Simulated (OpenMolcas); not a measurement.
## Cu4+, Ag4+, Au4+: d7 down the group

| Quantity | Value |
| --- | --- |
| Program | OpenMolcas |
| Method | SS-CASPT2, IPEA 0.25 Eh, imaginary shift 0.1 Eh |
| Basis | ANO-R3 |
| Scalar Hamiltonian | X2C, finite nucleus |
| Spin-orbit coupling | state interaction with AMFI integrals over the reference wave functions, term energies averaged over their components |

Active space for each ion: 7 electrons in 5 orbitals (d); closed shells correlated by CASPT2: Cu4+ 3s 3p; Ag4+ 4s 4p; Au4+ 5s 5p.

Computed levels in cm-1 above 4F 9/2:

```
                               Level   Cu4+   Ag4+   Au4+
                              4F 7/2   1567   3570  12120
                              4P 5/2  20910  15140  20500
                              4P 1/2  22140  17460  24530
                              2G 9/2  22140  16870  21750
                              2G 7/2  23660  20360  29940
                             2H 11/2  29660  22490  28590
                           2D 5/2(1)  30750  24510  35120
                              2P 1/2  30760  25770  40690
                              2H 9/2  31050  26210  41540
weight of 4F in the lowest level (%)    100     96     82
```

Mixed levels, with the weight of the term that names them: Au4+ 4P 5/2 (71 %), Au4+ 4P 1/2 (68 %), Au4+ 2G 9/2 (54 %), Au4+ 2D 5/2(1) (65 %), Au4+ 2P 1/2 (68 %), Au4+ 2H 9/2 (70 %).

Measured, with the error of the calculation in %. Measured levels: Cu4+ from Sugar and Musgrove, J. Phys. Chem. Ref. Data 19, 527 (1990); Ag4+ from the list in Gamrath, thesis, University of Mons (2023).

| Level | Cu4+ | Ag4+ |
| --- | --- | --- |
| 4F 7/2 | 1616 (-3.0) | 3690 (-3.4) |
| 4P 5/2 | 20827 (+0.4) | 14899 (+1.6) |
| 4P 1/2 | 21935 (+0.9) | 17067 (+2.3) |
| 2G 9/2 | 22575 (-1.9) | 16875 (0) |
| 2G 7/2 | 24100 (-1.8) | 20442 (-0.4) |
| 2H 11/2 | 30402 (-2.4) | 22532 (-0.2) |
| 2D 5/2(1) | 30966 (-0.7) | 24361 (+0.6) |
| 2P 1/2 | 28367 (+8.4) | 24599 (+4.7) |
| 2H 9/2 | 31823 (-2.4) | 26368 (-0.6) |

The fine-structure level 4F 7/2 changes by a factor of 7.73 from Cu4+ to Au4+.

Without spin-orbit coupling 4P lies 19890, 12880, 11230 cm-1 above 4F in that order; the difference to the level 4P 5/2, of either sign, comes from spin-orbit coupling, which also lowers the zero.

CASPT2 does not keep the components of a term degenerate, so their means are used; among the terms shown or strongly mixed into the levels shown the widest spread is 1000 cm-1 (3d7 2H, Cu4+). The CASPT2 spread within a term exceeds the gap to the next term for 3d7 2P and 3d7 2H, so the order of their levels is uncertain (figures for Cu4+; the like holds for Ag4+, Au4+). Computed and measured levels are paired by configuration, term and J; levels that our copy of the source lacks, or whose pairing is in doubt (as where it misses far off the trend of its configuration), stay unpaired and out of the deviations. Levels of configurations outside the active space are missing.

A number in round brackets counts repeated terms of one configuration in the order of the reference energies.
